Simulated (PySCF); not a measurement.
Structure problem from calculated spectra and properties.

Formula: C6H11P.

| Quantity | Value |
| --- | --- |
| Polarisability | 94.3 au [CAM-B3LYP/def2-SVPD] |
| 1H NMR | chemical shifts (computed TMS as zero) by class: 8.22 (1 H), 8.00 (1 H), 2.55 (1 H), 2.00 (2 H), 1.69 (2 H), 1.65 (2 H), 1.64 (2 H) ppm [GIAO PBE0/pcSseg-1] |
| Triplet | lowest triplet excitation (Tamm–Dancoff): 2.92 eV [TDA CAM-B3LYP/def2-SVPD] |
| UV, first state | lowest singlet excitation: 4.60 eV (269 nm, f = 0.007) [TDDFT CAM-B3LYP/def2-SVPD] |
| NMR, other nuclei | isotropic shieldings of nuclei other than C and H, by class: -32 (1 P) ppm [GIAO PBE0/pcSseg-1] |
| 13C NMR | chemical shifts (computed TMS as zero) by class: 179.4 (1 C), 49.9 (1 C), 34.6 (2 C), 31.8 (2 C) ppm [GIAO PBE0/pcSseg-1] |
| Dipole | 1.39 D [CAM-B3LYP/def2-SVPD] |
| Rotational structure | rotational constants A, B, C: 5.062, 1.328, 1.182 GHz [GFN2-xTB] |

Electronic properties: PySCF, gas phase, density fitting. Levels stand in brackets. Geometry: GFN2-xTB, one conformer, isolated molecule. NMR values are class means; diastereotopic atoms form classes of their own.

Q: Propose a structure and show how it fits.

A: Numbering: `[CH2:1]=[P:2][CH:3]1[CH2:4][CH2:5][CH2:6][CH2:7]1`. 6 carbons fall into 4 classes; from least to most shielded: carbon bonded to P and 2 H [C1] (179.4 ppm), ring sp3 carbon bound to phosphorus [C3] (49.9 ppm), ring CH2 carbon [C4/C7] (34.6 ppm, 2 C, up to 4.5 ppm apart in this geometry), ring CH2 carbon [C5/C6] (31.8 ppm, 2 C). Hydrogen classes from least to most shielded: 1 H on a carbon bonded to P and 2 H, C1 (8.22 ppm), 1 H on a carbon bonded to P and 2 H, C1 (8.00 ppm), 1 H on an sp3 carbon bound to phosphorus, C3 (2.55 ppm), 2 H on 2 ring CH2 carbons, C4/C7 (2.00 ppm), 2 H on 2 ring CH2 carbons, C5/C6 (1.69 ppm), 2 H on 2 ring CH2 carbons, C4/C7 (1.65 ppm, a mean of values up to 0.7 ppm apart in this geometry), 2 H on 2 ring CH2 carbons, C5/C6 (1.64 ppm). The other shieldings belong to: -32 ppm, phosphorus bonded to 2 C [P2]. The optimised geometry has point group C1 and is an asymmetric top. Structure: `C=PC1CCCC1`. Computed isomers that give other values at the same levels: `C=CP(C)C(=C)C` (13C chemical shifts (computed TMS as zero) by class: 159.2 (1 C), 152.9 (1 C), 139.0 (1 C), 121.2 (1 C), 26.6 (1 C), 14.6 (1 C) ppm); `C=C(C)PC1CC1` (13C chemical shifts (computed TMS as zero) by class: 156.8 (1 C), 124.2 (1 C), 25.5 (1 C), 9.6 (2 C), 8.2 (1 C) ppm); `C#CCPCCC` (13C chemical shifts (computed TMS as zero) by class: 88.6 (1 C), 76.5 (1 C), 34.4 (1 C), 26.1 (1 C), 19.4 (1 C), 17.2 (1 C) ppm). The assignments are read from this structure; whether some other isomer fits the data as well wasn't checked.
